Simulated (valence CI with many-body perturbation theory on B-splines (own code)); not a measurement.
**Nd IV in brief**

Method: valence CI with perturbative core correlation (CI+MBPT): three valence electrons over a frozen Dirac-Fock core [Xe], radial functions for each j: 8 s, 8 p, 9 d, 9 f, 6 g, 3 h, 2 i, with the one-electron correlation potential Σ1, the two-electron term Σ2, the three-electron term Σ3, Breit, model QED; the open f shell's mean field enters the energy denominators; selected CI, second order for the rest, scaled by the run's own slope (own B-spline code, finite nucleus).

Against 32 measured levels this calculation errs by 185 cm⁻¹ on average and by 445 at most. These come from a selection out of Arab et al., J. Quant. Spectrosc. Radiat. Transfer 229, 145 (2019) and Gaigalas et al. (2019), from Wyart et al. (2007). Levels without a partner in it may be off by more, other configurations by several thousand cm⁻¹.

Names give the largest LS component (configuration and term), which can be under half, so a name can repeat, a term be missing and a line seem to break the LS rules; names also repeat where a configuration has a term twice.

Rates and lifetimes use the calculated energies. Strong lines usually hold to 10 to 20 %, long lifetimes can be off by a factor of two.

(1) What is the ground level?

(2) Among levels below 83193 cm⁻¹, which E1 lines absorb most strongly from the ground level?

(3) How well does LS coupling describe the low levels?

(4) What is the ionisation energy?

(5) Name the longest-lived excited levels whose lifetime is computed, and their main decay.

(6) Where does the other parity begin?

(7) How is the term 4I° of the ground level split?

Results:

(1) 4f3 4I°_9/2, composition 96 % 4f3 4I° + 3 % 4f3 2H°, g = 0.732.

(2) to 4f2 5d 4H_7/2 at 126.7 nm, f = 0.0257; to 4f2 5d 4H_7/2 at 132.5 nm, f = 0.0158; to 4f2 5d 2H_9/2 at 140.0 nm, f = 0.0125.

(3) Among the lowest 20 levels the leading LS term, summed over configurations, holds 85 % on average. For single configurations the figures are 84 % in LS and 60 % in jj coupling. Terms mix most in the J = 3/2 level at 21856 cm⁻¹, where the leading one holds 52 %.

(4) 40.723 eV; NIST lists 40.6 ± 0.04 eV (semi-empirical).

(5) 4f3 4F°_7/2 at 13830 cm⁻¹ lives 20.2 s, mostly by M1 to 4f3 4F°_5/2; 4f3 4G°_5/2 at 17947 cm⁻¹ lives 20.0 s, mostly by E2 to 4f3 4I°_9/2; 4f3 4F°_5/2 at 12851 cm⁻¹ lives 19.4 s, mostly by M1 to 4f3 4F°_3/2. The lifetime of 4f3 4F°_3/2 is too uncertain to give, and may be longer. The lifetime of 4f3 4S°_3/2 is too uncertain to give, and may be longer.

(6) At 4f2 5d 2H_9/2, 71438 cm⁻¹.

(7) J = 9/2 at 0.0, J = 11/2 at 1941, J = 13/2 at 3992, J = 15/2 at 6111 cm⁻¹.
